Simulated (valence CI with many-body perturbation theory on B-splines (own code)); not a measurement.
The numbers below are computed, except where a source is named.
Hyperfine factors and g values of Gd31+

Level of theory: relativistic CI+MBPT: five valence electrons over a frozen Dirac-Fock core [Ar] 3d10, radial functions for each j: 11 s, 11 p, 10 d, 8 f, 5 g, 2 h, with the one-electron correlation potential Σ1 (screened to all orders), the two-electron term Σ2, the three-electron term Σ3, Breit, model QED; selected single and double excitations, second order for the rest, scaled by the run's own slope (own B-spline code, finite nucleus).

No measured spectrum was set against this ion. As an estimate, large intervals hold to a few tenths of a per cent, small ones and those within an open d or f shell to about a per cent. Among the levels kept, up to 2000 cm⁻¹ of a level comes from second order outside the variational space, and about a tenth of that is noise between levels of different J, which matters for small intervals.

A/g_I is the dipole constant over the nuclear g factor μ/I (μ in nuclear magnetons, uniformly magnetised nucleus), B/Q the quadrupole constant per barn. Both hold the static response of the core; the bare values leave it out. Large factors of s and p1/2 electrons are usually good to 5 to 10 %; those of open d and f shells near neutrality can be off by tens of per cent, and small factors of p3/2, d and f electrons come from cancelling terms and can be off by a factor of two or in sign, in half-filled shells by more. B is blank for J = 1/2, where it vanishes, and for nearly pure S terms. Energies count from the lowest level.

Levels are named by their leading jj configuration (3d3/2^4 stands for four electrons in 3d with j = 3/2), which in mixed levels can hold well under half, so a name can repeat and another be missing. Letters in brackets count levels of one name in rising energy.

```tsv
Level	E (eV)	g	A/g_I (MHz)	A/g_I bare	B/Q (MHz/b)	B/Q bare
(4s^2 4p1/2^2 4p3/2) J=3/2	0.00	1.400	29000	27700	53000	50900
(4s^2 4p1/2 4p3/2^2) J=3/2	38.42	1.439	-6790	-6800	11600	11100
(4s^2 4p1/2 4p3/2^2) J=5/2	42.77	1.197	69700	67000	-169	-153
(4s^2 4p1/2 4p3/2^2) J=1/2	48.26	0.662	225000	217000		
(4s^2 4p3/2^3) J=3/2	87.37	1.288	32100	30700	-64300	-61800
(4s 4p1/2^2 4p3/2^2) J=5/2	110.18	1.501	155000	150000	17600	16900
(4s^2 4p1/2^2 4d3/2) J=3/2	116.22	0.941	-16700	-15800	-10100	-9570
(4s 4p1/2^2 4p3/2^2) J=1/2	123.31	2.208	652000	627000		
(4s 4p1/2^2 4p3/2^2) J=3/2	127.43	1.041	-46000	-44100	-5220	-5000
(4s^2 4p1/2^2 4d5/2) J=5/2	133.92	1.195	12800	12600	16200	15700
(4s 4p1/2 4p3/2^3) J=3/2 [a]	151.11	1.434	102000	98600	-45000	-43200
(4s^2 4p1/2 4p3/2 4d3/2) J=5/2 [a]	155.31	1.158	119000	114000	-39000	-37400
(4s^2 4p1/2 4p3/2 4d3/2) J=3/2 [a]	156.01	1.019	64300	62100	-28300	-27200
(4s^2 4p1/2 4p3/2 4d3/2) J=1/2 [a]	156.14	0.451	31600	31200		
(4s^2 4p1/2 4p3/2 4d3/2) J=5/2 [b]	158.88	1.057	106000	102000	-45700	-43800
(4s^2 4p1/2 4p3/2 4d3/2) J=7/2	161.05	1.075	49900	48200	44300	42700
(4s^2 4p1/2 4p3/2 4d5/2) J=7/2 [a]	165.98	1.312	-7540	-7090	64500	62100
(4s 4p1/2 4p3/2^3) J=1/2	166.65	1.109	-27700	-27000		
(4s 4p1/2 4p3/2^3) J=3/2 [b]	169.81	1.150	-26400	-25200	-9400	-9030
(4s^2 4p1/2 4p3/2 4d5/2) J=9/2	170.62	1.208	37700	36400	48400	46700
(4s^2 4p1/2 4p3/2 4d3/2) J=5/2 [c]	171.65	1.264	12500	12300	19400	18800
(4s^2 4p1/2 4p3/2 4d3/2) J=3/2 [b]	172.77	1.124	5940	5770	-4510	-4350
(4s^2 4p1/2 4p3/2 4d3/2) J=1/2 [b]	176.53	1.994	35400	34000		
(4s^2 4p1/2 4p3/2 4d5/2) J=5/2 [a]	177.42	1.194	58800	56800	-27400	-26400
(4s^2 4p1/2 4p3/2 4d5/2) J=3/2 [a]	179.42	1.450	45600	44300	-16200	-15600
(4s^2 4p1/2 4p3/2 4d5/2) J=7/2 [b]	180.33	1.083	42700	41300	20600	19900
(4s^2 4p1/2 4p3/2 4d5/2) J=5/2 [b]	183.92	1.179	2210	2270	22300	21500
(4s^2 4p1/2 4p3/2 4d5/2) J=3/2 [b]	184.82	0.855	59000	57200	16400	15800
(4s^2 4p1/2 4p3/2 4d5/2) J=1/2	188.50	1.023	-53800	-51200		
(4s 4p3/2^4) J=1/2	203.76	1.618	372000	359000		
(4s^2 4p3/2^2 4d5/2) J=7/2	210.09	1.266	16800	16400	11600	11200
(4s^2 4p3/2^2 4d3/2) J=1/2	210.58	1.156	16800	15300		
(4s^2 4p3/2^2 4d3/2) J=3/2 [a]	211.17	1.161	22300	21400	-25000	-24100
(4s^2 4p3/2^2 4d5/2) J=9/2	211.62	1.231	18000	17500	36900	35600
(4s^2 4p3/2^2 4d3/2) J=5/2	211.87	1.209	32500	31500	-9540	-9200
(4s^2 4p3/2^2 4d3/2) J=7/2	215.37	1.092	25300	24500	3300	3380
(4s^2 4p3/2^2 4d3/2) J=3/2 [b]	220.22	0.957	15900	15800	18700	18100
(4s^2 4p3/2^2 4d5/2) J=5/2 [a]	222.36	1.204	8350	8370	75500	72600
(4s 4p1/2^2 4p3/2 4d3/2) J=5/2 [a]	227.79	1.343	109000	105000	14100	13500
(4s 4p1/2^2 4p3/2 4d3/2) J=3/2 [a]	228.15	1.449	115000	111000	-5280	-5150
```

(1) Take the isotope of mass number 155, with I = 3/2, μ = -0.2591 μN and Q = 1.27 b. What is the hyperfine structure of (4s^2 4p3/2^3) J=3/2?

Results:

(1) From the table A = -5540 MHz, B = -81700 MHz. Shifts from the centre of gravity in MHz: F = 0: -81400, F = 1: -5190, F = 2: 65400, F = 3: -32900.
